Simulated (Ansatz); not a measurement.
`[F][Sc]([F])[O][SiH3]` and `[F][Sc]([O][SiH3])[O][SiH3]` differ in one atom or group.

Ansatz, PBE0-D4/def2-TZVP geometries, multiplicity 1. Each molecule was computed in one conformer, which needn't be the lowest.

Scalar relativity is left out up to krypton.

| property | `[F][Sc]([F])[O][SiH3]` |
| --- | --- |
| HOMO–LUMO gap (PBE0/def2-TZVPP) / eV | 6.42 |
| HOMO energy (B3LYP/def2-TZVPP) / eV | -8.65 |
| HOMO energy (PBE0/def2-TZVPP) / eV | -8.84 |
| size of the dipole moment (ωB97M-V/def2-TZVPP) / D | 0.83 |
| HOMO–LUMO gap (ωB97M-V/def2-TZVPP) / eV | 10.27 |
| LUMO energy (PBE0/def2-TZVPP) / eV | -2.42 |

What does the change do to each property? (An estimate is asked.)

The calculation gave: 
```json
{"property": "HOMO–LUMO gap (PBE0/def2-TZVPP) / eV", "`[F][Sc]([O][SiH3])[O][SiH3]`": "6.36", "shift": "-0.06"}
{"property": "HOMO energy (B3LYP/def2-TZVPP) / eV", "`[F][Sc]([O][SiH3])[O][SiH3]`": "-8.44", "shift": "0.21"}
{"property": "HOMO energy (PBE0/def2-TZVPP) / eV", "`[F][Sc]([O][SiH3])[O][SiH3]`": "-8.64", "shift": "0.20"}
{"property": "size of the dipole moment (ωB97M-V/def2-TZVPP) / D", "`[F][Sc]([O][SiH3])[O][SiH3]`": "0.70", "shift": "-0.13"}
{"property": "HOMO–LUMO gap (ωB97M-V/def2-TZVPP) / eV", "`[F][Sc]([O][SiH3])[O][SiH3]`": "10.17", "shift": "-0.10"}
{"property": "LUMO energy (PBE0/def2-TZVPP) / eV", "`[F][Sc]([O][SiH3])[O][SiH3]`": "-2.28", "shift": "0.14"}
```

With PBE0 the HOMO rises by 0.20 eV and the LUMO rises by 0.14 eV, so the gap narrows by about 0.06 eV. PBE moves the HOMO by 0.19 eV and ωB97M-V by 0.20 eV. Dipoles are sizes alone; their direction can turn.

B3LYP here is the variant with VWN-RPA as its local correlation; programs differ in this.
